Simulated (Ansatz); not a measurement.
This geometry of a periodic cell of 63 atoms, Si$_{62}$B (host Si, host structure diamond, dopant B, one Si atom removed), cell charge +2 is a first-order saddle point.

Computed with Ansatz 0.2.0, DFT PBE, scalar-relativistic, plane waves, PAW. Settings: PAW set soft_1, cutoff 420 eV, k mesh 1x1x1, gaussian smearing 0.02 eV, spin collinear.

```xyz
63
Lattice="10.8600 0.0000 0.0000 0.0000 10.8600 0.0000 0.0000 0.0000 10.8600" Properties=species:S:1:pos:R:3
Si 5.539 -0.307 0.287
Si 6.834 1.342 1.378
Si 8.156 2.723 -0.003
Si 9.427 4.186 1.360
Si 8.122 -0.057 2.743
Si 9.485 1.341 4.093
Si -0.002 -0.006 -0.008
Si 1.307 1.378 1.356
Si 2.753 2.661 0.016
Si 4.082 4.072 1.340
Si 5.407 5.440 -0.048
Si 6.499 7.089 1.246
Si 8.185 8.124 -0.063
Si 9.488 9.499 1.339
Si 2.644 0.026 2.720
Si 4.052 1.352 4.024
Si 5.446 2.710 2.703
Si 6.769 4.121 4.032
Si 7.948 5.622 2.640
Si 9.414 6.819 4.032
Si 5.398 -0.051 5.342
Si 6.762 1.337 6.714
Si 8.127 2.738 5.398
Si 9.503 4.063 6.770
Si 8.156 0.033 8.086
Si 9.505 1.362 9.477
Si 0.071 5.445 0.023
Si 1.444 6.833 1.387
Si 3.037 8.252 0.332
B 5.244 8.821 1.542
Si -0.069 2.773 2.725
Si 1.337 4.085 4.102
Si 2.761 5.429 2.733
Si 4.065 6.756 4.142
Si 6.454 9.390 3.749
Si 0.011 0.007 5.452
Si 1.385 1.319 6.842
Si 2.684 2.697 5.448
Si 4.061 4.009 6.854
Si 5.430 5.404 5.478
Si 6.793 6.787 6.788
Si 7.981 8.185 5.304
Si 9.468 9.477 6.734
Si 2.753 -0.038 8.232
Si 4.146 1.160 9.697
Si 5.426 2.596 8.218
Si 6.788 4.059 9.489
Si 8.169 5.420 8.140
Si 9.560 6.749 9.489
Si -0.013 8.126 2.710
Si 1.352 9.488 4.053
Si -0.056 5.462 5.400
Si 1.334 6.774 6.774
Si 2.732 8.153 5.434
Si 4.075 9.516 6.799
Si 0.015 2.718 8.143
Si 1.388 4.043 9.519
Si 2.692 5.440 8.160
Si 4.042 6.839 9.524
Si 5.447 8.142 8.158
Si 6.849 9.518 9.460
Si 0.051 8.165 8.177
Si 1.482 9.456 9.664
```

(1) Which two structures does it join? (They come from a converged band through this point; their orientation in space is the band's.)

(2) How far does it lie above each of them?

Results:

(1) Contacts lost: Si1–B30, Si15–B30, Si29–B30. Contacts made: Si12–B30, B30–Si34, B30–Si35. The atom that moves furthest is B30, by 3.40 Å; four of its nearest neighbours are Si15 2.03, Si29 2.03, Si1 2.03, Si8 3.41 Å at the first end and Si34 2.03, Si35 2.03, Si12 2.03, Si40 3.41 Å at the last.

First end point:

```xyz
63
Lattice="10.8600 0.0000 0.0000 0.0000 10.8600 0.0000 0.0000 0.0000 10.8600" Properties=species:S:1:pos:R:3
Si 5.291 -0.110 0.098
Si 6.725 1.310 1.343
Si 8.126 2.682 0.017
Si 9.509 4.063 1.339
Si 8.110 -0.049 2.696
Si 9.494 1.327 4.071
Si -0.003 0.002 -0.015
Si 1.370 1.341 1.336
Si 2.710 2.712 -0.013
Si 4.069 4.067 1.346
Si 5.418 5.459 0.033
Si 6.806 6.766 1.404
Si 8.115 8.151 0.033
Si 9.505 9.504 1.345
Si 2.821 -0.110 2.567
Si 4.066 1.310 4.002
Si 5.441 2.703 2.718
Si 6.800 4.045 4.076
Si 8.160 5.413 2.743
Si 9.527 6.775 4.076
Si 5.418 -0.048 5.388
Si 6.794 1.326 6.771
Si 8.159 2.681 5.437
Si 9.504 4.065 6.781
Si 8.127 -0.028 8.168
Si 9.487 1.360 9.491
Si 0.030 5.443 0.016
Si 1.402 6.846 1.341
Si 2.819 8.282 0.097
B 3.771 9.800 1.048
Si 0.012 2.698 2.708
Si 1.383 4.077 4.071
Si 2.759 5.461 2.697
Si 4.135 6.773 4.078
Si 6.797 9.434 4.076
Si 0.031 -0.027 5.404
Si 1.354 1.361 6.764
Si 2.740 2.683 5.403
Si 4.063 4.064 6.785
Si 5.466 5.414 5.435
Si 6.799 6.774 6.805
Si 8.158 8.109 5.436
Si 9.509 9.511 6.786
Si 2.708 0.003 8.135
Si 4.059 1.341 9.507
Si 5.431 2.697 8.148
Si 6.794 4.076 9.519
Si 8.159 5.410 8.164
Si 9.496 6.775 9.518
Si 0.010 8.131 2.717
Si 1.402 9.507 4.003
Si 0.027 5.411 5.436
Si 1.382 6.775 6.772
Si 2.757 8.150 5.391
Si 4.067 9.504 6.783
Si 0.004 2.707 8.142
Si 1.354 4.083 9.490
Si 2.740 5.444 8.166
Si 4.065 6.847 9.539
Si 5.440 8.131 8.147
Si 6.726 9.506 9.539
Si 0.012 8.139 8.148
Si 1.368 9.512 9.505
```

Last end point:

```xyz
63
Lattice="10.8600 0.0000 0.0000 0.0000 10.8600 0.0000 0.0000 0.0000 10.8600" Properties=species:S:1:pos:R:3
Si 5.376 0.014 -0.014
Si 6.746 1.323 1.371
Si 8.121 2.705 -0.004
Si 9.493 4.082 1.358
Si 8.102 -0.065 2.725
Si 9.476 1.338 4.049
Si -0.023 0.008 -0.008
Si 1.347 1.368 1.324
Si 2.707 2.738 -0.008
Si 4.065 4.081 1.350
Si 5.440 5.473 0.065
Si 6.684 6.891 1.499
Si 8.102 8.135 0.065
Si 9.494 9.510 1.350
Si 2.701 0.014 2.661
Si 4.086 1.323 4.031
Si 5.437 2.716 2.722
Si 6.795 4.070 4.080
Si 8.135 5.440 2.729
Si 9.505 6.780 4.080
Si 5.440 -0.065 5.387
Si 6.764 1.338 6.761
Si 8.151 2.697 5.436
Si 9.499 4.076 6.784
Si 8.121 0.004 8.155
Si 9.476 1.370 9.490
Si 0.010 5.454 -0.004
Si 1.392 6.829 1.371
Si 2.701 8.199 -0.014
B 5.734 7.841 3.019
Si -0.003 2.718 2.726
Si 1.377 4.099 4.049
Si 2.780 5.473 2.725
Si 4.214 6.891 3.969
Si 6.684 9.361 3.969
Si 0.010 0.004 5.406
Si 1.345 1.370 6.761
Si 2.711 2.705 5.406
Si 4.073 4.082 6.778
Si 5.444 5.440 5.420
Si 6.795 6.780 6.790
Si 8.135 8.131 5.420
Si 9.493 9.502 6.778
Si 2.707 0.008 8.122
Si 4.039 1.368 9.492
Si 5.441 2.718 8.142
Si 6.764 4.099 9.522
Si 8.151 5.424 8.163
Si 9.476 6.811 9.522
Si -0.001 8.138 2.722
Si 1.392 9.489 4.031
Si 0.018 5.424 5.436
Si 1.377 6.811 6.761
Si 2.780 8.135 5.387
Si 4.065 9.510 6.779
Si -0.001 2.716 8.144
Si 1.345 4.099 9.490
Si 2.711 5.454 8.155
Si 4.086 6.829 9.537
Si 5.437 8.138 8.144
Si 6.746 9.489 9.537
Si -0.003 8.134 8.142
Si 1.347 9.536 9.492
```

(2) 2.43 eV above the first and 2.43 eV above the second. This is the barrier of this one path; another mechanism may lie lower. Limits of this set-up: coarse k mesh, charged cell in a uniform background, uncorrected.

The run took 36 min on 4 threads of Arm Neoverse V1, with other jobs on the host, peak memory 6.2 GiB.
